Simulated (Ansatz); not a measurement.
A series at Si: from disiloxane, ligands are replaced one by one, each step taking up H–F and setting free H₂; n counts the steps. Ansatz, PBE0-D4/def2-TZVP geometries. Each molecule was computed in one conformer, which needn't be the lowest.

CBS adds triple-zeta CCSD(T) − MP2 to the MP2 limit, frozen cores; atoms without spin–orbit coupling. 

| n | molecule | atomization energy, CCSD(T)/CBS (kJ/mol) |
| --- | --- | --- |
| 0 | `[SiH3]O[SiH3]` | 2929.1 |
| 1 | `F[SiH2]O[SiH3]` | 3199.4 |
| 2 | `F[SiH2]O[SiH2]F` | 3468.0 |
| 3 | `F[SiH2]O[SiH](F)F` | ? |

Task: By hand: fit a straight line y = ȳ + b (n − n̄) to the 3 given rows and predict n = 3.

Result: n̄ = 1.000, ȳ = 3198.83; Σ(n − n̄)(y − ȳ) = 538.90, Σ(n − n̄)² = 2.000, so b = 269.45 kJ/mol a step. Prediction: 3198.83 + (269.45) × (2.000) = 3737.7 kJ/mol.

Task: By hand: compare with the computed value, 3745.1 kJ/mol, and give the steps along the whole series.

Result: The line misses by 7.4 kJ/mol (computed minus predicted). Steps: 270.3, 268.6, 277.1 kJ/mol.

The steps differ by at most 8.5 kJ/mol, 3.1 % of a mean step, so the ligands' effects nearly add and a line is close. The miss is 0.9 % of the series' range. The energies themselves are unsure by some kJ/mol a bond, though much of that is common to the series.
